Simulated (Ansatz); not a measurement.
Input file for Ansatz (a program for electronic structure): R-RI-MP2/def2-QZVPP on CH4STe (SMILES CS[TeH]), a point of a torsion scan. Elements past Kr take the def2 small-core potentials; no spin–orbit coupling. Files ending in .json are basis or fitting sets from the Basis Set Exchange. The run froze 15 orbitals, filled d shells among them.

Ansatz 0.2 input:
```yaml
crystal:
  periodic: [false, false, false]
  atoms:
    - {symbol: C, position_ang: [-1.10013546, -0.11079908, 0.02018238]}
    - {symbol: S, position_ang: [0.65401645, 0.37083170, -0.15399938]}
    - {symbol: Te, position_ang: [0.80617852, 1.29400079, -2.34589373]}
    - {symbol: H, position_ang: [-1.56014940, -0.20918624, -0.95585845]}
    - {symbol: H, position_ang: [-1.61691563, 0.64370653, 0.60550186]}
    - {symbol: H, position_ang: [-1.11743447, -1.06158596, 0.54197182]}
    - {symbol: H, position_ang: [1.13348308, -0.16320985, -3.05288773]}
basis:
  gaussian:
    orbitals: def2-QZVPP.json
    fitting: {mean_field: def2-universal-JKFIT, correlation: def2-QZVPP-RIFIT.json}
magnetization: {spin_polarized: false}
correlation: {method: mp2, electrons: outside_noble_gas}
scf: {lower_state_search: off}
```

### Question
Predict the final total energy.

### Answer
-705.3085 hartree.
